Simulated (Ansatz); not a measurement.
Reaction (formal exchange of groups at the Al–N bond): `[NH2][AlH][SeH]` + `[AlH3]` → `[AlH2][AlH][SeH]` + NH₃

Computed with Ansatz on PBE0-D4/def2-TZVP structures; ΔE is electronic, products minus reactants. CCSD(T)/CBS is the MP2 limit (def2-TZVPP, def2-QZVPP) plus CCSD(T) − MP2 in def2-TZVPP, frozen cores. This one scheme is used for every species. Functionals use def2-TZVPP. For Se outer-core shells are correlated without core-valence functions, which leaves a few kJ/mol of doubt a bond. Scalar relativity is left out up to krypton. One conformer a species, not always the lowest.

Problem. Is it downhill or uphill in electronic energy at CCSD(T)/CBS, and by how much? (Estimate.)

Solution. Ansatz gave: Uphill: ΔE = +19.8 kcal/mol.

Problem. What do these levels give: r2SCAN, CAM-B3LYP, LC-ωPBE, HF/def2-SVP, SCS-MP2/def2-TZVPP, HF/CBS(def2)? (An estimate is asked.)

Solution. Ansatz gave: r2SCAN 20.0, CAM-B3LYP 22.4, LC-ωPBE 19.9, HF/def2-SVP 22.7, SCS-MP2/def2-TZVPP 22.4, HF/CBS(def2) 22.4 kcal/mol.

Largest T1 diagnostic among the species: 0.010.

From BLYP to BHLYP (50 % exact exchange), in def2-TZVPP and without D4, ΔE moves by +2.0 kcal/mol. At CCSD(T), def2-SVP lies +1.0 kcal/mol from the extrapolated value and def2-TZVPP −0.2 kcal/mol.
